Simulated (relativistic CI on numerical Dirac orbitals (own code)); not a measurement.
## Energy levels of Ho III

Calculated at this level of theory: Dirac-Coulomb-Breit CI, separate exchange-only KLI orbitals for each configuration, QED by a radiative potential, valence Slater integrals scaled by 0.85, P86 correlation energy added to each configuration (own radial code, finite nucleus).

Configurations in the expansion (outside the closed core [Kr] 4d10 5s2): 4f11 5p6, 4f10 5p6 5d, 4f10 5p6 6s, 4f10 5p6 6p, 4f9 5p6 5d 6s, 4f9 5p6 6s2, 4f11 5p5 5d, 4f10 5p6 7s, 4f10 5p6 6d, 4f10 5p6 8s, 4f13 5p4, 4f12 5p5. Levels of other configurations are missing.

| No. | Configuration | Term | J | E (cm⁻¹) | % | Landé g |
| --- | --- | --- | --- | --- | --- | --- |
| 41 | 4f10(5I) 5d | 6K | 9/2 | 13933.3 | 64 | 0.668 |
| 42 | 4f10(5I) 5d | 4I | 13/2 | 14357.0 | 42 | 1.077 |
| 43 | 4f10(5I) 5d | 6G | 7/2 | 14665.3 | 50 | 0.980 |
| 44 | 4f10(5I) 5d | 6L | 11/2 | 15028.6 | 40 | 0.886 |
| 45 | 4f10(5I) 5d | 6L | 11/2 | 15084.5 | 42 | 0.861 |
| 46 | 4f10(5F) 5d | 6P | 7/2 | 15713.4 | 66 | 1.618 |
| 47 | 4f10(5I) 5d | 6G | 5/2 | 15878.7 | 74 | 0.772 |
| 48 | 4f10(5I) 5d | 4G | 9/2 | 16121.0 | 50 | 1.163 |
| 49 | 4f10(5I) 6s | 6I | 11/2 | 16165.4 | 73 | 1.019 |
| 50 | 4f10(5I) 6s | 4I | 13/2 | 16236.8 | 45 | 1.114 |
| 51 | 4f10(5I) 5d | 4K | 13/2 | 16415.0 | 32 | 1.053 |
| 52 | 4f10(5I) 5d | 4L | 15/2 | 16727.3 | 67 | 1.005 |
| 53 | 4f10(5I) 5d | 6G | 3/2 | 16793.8 | 90 | 0.041 |
| 54 | 4f10(5F) 5d | 6D | 9/2 | 16956.8 | 40 | 1.373 |
| 55 | 4f10(5F) 5d | 6F | 11/2 | 17041.4 | 33 | 1.237 |
| 56 | 4f11 5p6 | 4F° | 9/2 | 17538.4 | 60 | 1.186 |
| 57 | 4f10(5I) 5d | 4K | 11/2 | 17833.6 | 37 | 1.034 |
| 58 | 4f10(5F) 5d | 6H | 13/2 | 17891.2 | 49 | 1.237 |
| 59 | 4f10(5F) 5d | 6H | 15/2 | 18361.9 | 80 | 1.291 |
| 60 | 4f10(5I) 6s | 6I | 9/2 | 18424.6 | 81 | 0.833 |
| 61 | 4f10(5I) 5d | 4I | 9/2 | 18617.7 | 39 | 0.937 |
| 62 | 4f10(5I) 5d | 4K | 11/2 | 18661.8 | 32 | 0.970 |
| 63 | 4f10(5F) 5d | 6P | 5/2 | 18908.5 | 48 | 1.718 |
| 64 | 4f10(5I) 6s | 4I | 11/2 | 19165.7 | 67 | 1.003 |
| 65 | 4f10(5S) 5d | 6D | 1/2 | 19348.5 | 63 | 2.879 |
| 66 | 4f10(5I) 5d | 4L | 13/2 | 19368.7 | 79 | 0.828 |
| 67 | 4f10(5F) 5d | 6H | 11/2 | 19489.0 | 41 | 1.157 |
| 68 | 4f10(5I) 5d | 4G | 7/2 | 19584.6 | 51 | 0.905 |
| 69 | 4f10(5F) 5d | 6D | 7/2 | 19624.0 | 41 | 1.450 |
| 70 | 4f10(5S) 5d | 6D | 3/2 | 20087.1 | 72 | 1.727 |
| 71 | 4f10(5I) 6s | 6I | 7/2 | 20195.0 | 89 | 0.473 |
| 72 | 4f10(5F) 5d | 6H | 9/2 | 20262.5 | 24 | 1.265 |
| 73 | 4f11 5p6 | 2H° | 11/2 | 20348.1 | 69 | 1.101 |
| 74 | 4f10(5I) 5d | 4I | 9/2 | 20351.5 | 36 | 0.907 |
| 75 | 4f10(5F) 5d | 6F | 7/2 | 20437.8 | 32 | 1.368 |
| 76 | 4f10(5S) 5d | 6D | 5/2 | 20498.2 | 51 | 1.428 |
| 77 | 4f10(3K) 5d | 4H | 13/2 | 20602.3 | 59 | 1.202 |
| 78 | 4f11 5p6 | 4S° | 3/2 | 20933.2 | 69 | 1.704 |
| 79 | 4f10(5F) 5d | 6H | 9/2 | 21238.2 | 42 | 1.233 |
| 80 | 4f10(5F) 5d | 6P | 3/2 | 21309.9 | 48 | 2.066 |
| 81 | 4f10(5F) 5d | 6F | 5/2 | 21393.1 | 43 | 1.490 |
| 82 | 4f10(5I) 6s | 4I | 9/2 | 21532.9 | 80 | 0.760 |
| 83 | 4f10(5I) 5d | 4H | 7/2 | 21675.7 | 47 | 0.818 |
| 84 | 4f10(5F) 5d | 6H | 7/2 | 21721.7 | 53 | 0.981 |
| 85 | 4f10(3K) 5d | 4M | 19/2 | 21744.3 | 33 | 1.066 |

Energies count from the lowest computed level; ° marks odd parity. Percentages are summed over parent terms; the parents shown are those of the largest component, closed shells are left out there.

The mean weight of the leading LS term, summed over parents, in these 45 levels is 54 %, and that of the leading jj configuration (from the same eigenvectors) 35 %, so LS coupling describes them better.

For a near-neutral ion this model can misplace configurations by up to about 10,000 cm⁻¹ (more where the count of f electrons changes) and terms by 10 to 25 % of their spread. Rates follow the energies as ν³ (E1, M1) or ν⁵ (E2), so they and the lifetimes can be off by large factors. The fine structure of a lone outer electron comes out too small, for d and f at times inverted, and misplaced configurations move strength between like terms. 8 of the 67 excited levels that our extract of the measured tables holds in this range could be paired (the sources list more); they are missed by 921 cm⁻¹ on average and 2293 at most, and levels without a partner can miss by more. Some levels of the ground configuration have no partner and can miss by 10 % or more. The computed lowest level isn't the tabulated ground level, which NIST ASD gives as 4f11 4I°15/2.

LS names give the leading component of a level, which can be under half, so a name can repeat, a term be missing and a line seem to break the LS rules.
